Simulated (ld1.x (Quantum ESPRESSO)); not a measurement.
## An all-electron radial function and its pseudo partner (K)

Columns: radius, all-electron u(r) and pseudo u(r) of the 3p shell (level -24.88 eV) of potassium in the configuration [Ne] 3s2 3p6 3d0 4s0 4p0; PBE, scalar-relativistic, TM scheme, ld1.x (Quantum ESPRESSO) 7.5.

| r (bohr) | all-electron | pseudo |
| --- | --- | --- |
| 0.110 | 0.3027 | -0.0218 |
| 0.220 | 0.4340 | -0.0850 |
| 0.330 | 0.2909 | -0.1829 |
| 0.440 | 0.0282 | -0.3052 |
| 0.550 | -0.2463 | -0.4391 |
| 0.660 | -0.4815 | -0.5712 |
| 0.770 | -0.6613 | -0.6890 |
| 0.880 | -0.7847 | -0.7829 |
| 0.990 | -0.8577 | -0.8473 |
| 1.100 | -0.8895 | -0.8809 |
| 1.210 | -0.8900 | -0.8860 |
| 1.320 | -0.8678 | -0.8676 |
| 1.430 | -0.8302 | -0.8317 |
| 1.540 | -0.7826 | -0.7844 |
| 1.650 | -0.7295 | -0.7307 |
| 1.760 | -0.6739 | -0.6744 |
| 1.870 | -0.6180 | -0.6181 |
| 1.980 | -0.5634 | -0.5634 |
| 2.090 | -0.5111 | -0.5111 |
| 2.200 | -0.4618 | -0.4618 |
| 2.310 | -0.4159 | -0.4159 |
| 2.420 | -0.3735 | -0.3735 |
| 2.530 | -0.3346 | -0.3346 |
| 2.640 | -0.2992 | -0.2992 |
| 2.750 | -0.2670 | -0.2670 |
| 2.860 | -0.2379 | -0.2379 |

**Question.** How many radial nodes do the two functions have?

**Answer.** The all-electron 3p function has n − l − 1 = 1; the pseudo-wave has 0, since the states of the same l below it are removed with the core.

**Question.** At about which radius was the pseudo-wave matched?

**Answer.** 2.20 bohr. The columns agree to 0.0005 from 1.76 bohr on; several derivatives are matched, so the curves merge somewhat inside the radius.

**Question.** Where does each function peak?

**Answer.** Outermost all-electron maximum near 1.21 bohr, pseudo maximum near 1.21 bohr (to the table’s step).

**Question.** Is the pseudo-wave norm-conserving?

**Answer.** Yes: the TM scheme keeps the norm inside the radius equal to the all-electron one, which fixes the energy derivative of the logarithmic derivative at the level.
